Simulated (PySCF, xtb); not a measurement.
SnFI₃, SMILES [F][Sn]([I])([I])[I].

Harmonic wavenumbers (cm⁻¹) from xtb with GFN2-xTB at its own minimum, in rising order: 44, 44, 58, 103, 103, 139, 223, 224, 368.

Problem. What does B3LYP-D3(BJ)/def2-SVP (PySCF 2.14.0) give at its own minimum? (An estimate is asked for; the answer gives what the named calculation found.)

Solution. 48, 48, 69, 129, 129, 162, 228, 228, 627. Paired by order, the mean absolute difference is 40 cm⁻¹ and the zero-point energies are 1.9 and 2.4 kcal/mol.
